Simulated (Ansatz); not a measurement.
Ideal-gas functions of F2GeHO (`[O][GeH]([F])[F]`) radical at 298.15 K and 1 bar, from an Ansatz frequency run at PBE0-D4/def2-TZVP.

Molar mass 127.61 g/mol, point group Cs (symmetry number 1), electronic degeneracy 2, moments of inertia 84.932, 86.333, 139.974 u Å². Harmonic wavenumbers (cm⁻¹, unscaled): 189, 229, 259, 670, 675, 719, 750, 750, 2241.

Use S(trans) = R[1.5 ln M + 2.5 ln T − 1.1517]; rotational temperatures θ = 24.2544 K / I; S(rot) = R[ln(√π/σ · √(T³/θAθBθC)) + 1.5]; for each mode x = 1.438777 ν̃/T, S = R[x/(eˣ − 1) − ln(1 − e⁻ˣ)] and H = RT x/(eˣ − 1); 1 cm⁻¹ = 0.0119627 kJ/mol; R = 8.31446 J/(mol·K).

Q: By hand: the entropy, in J/(mol·K).

A: Translation 169.3. Rotation: θ = 0.2856, 0.2809, 0.1733 K, giving 106.1. Vibration, mode by mode: 9.36, 7.89, 6.98, 1.44, 1.41, 1.19, 1.05, 1.05, 0.00, in all 30.4. Electronic 5.8. Sum 311.6 J/(mol·K).

Q: By hand: H − E and G − E in kJ/mol, counted from the electronic energy.

A: Zero-point energy ½ × 6482 × 0.0119627 = 38.8; thermal vibration 5.5; translation, rotation and pV give 4 RT = 9.9. H − E = 54.2 kJ/mol, and G − E = 54.2 − 298.15 × 311.6/1000 = -38.7 kJ/mol.

Vibration gives 10 % of the entropy.
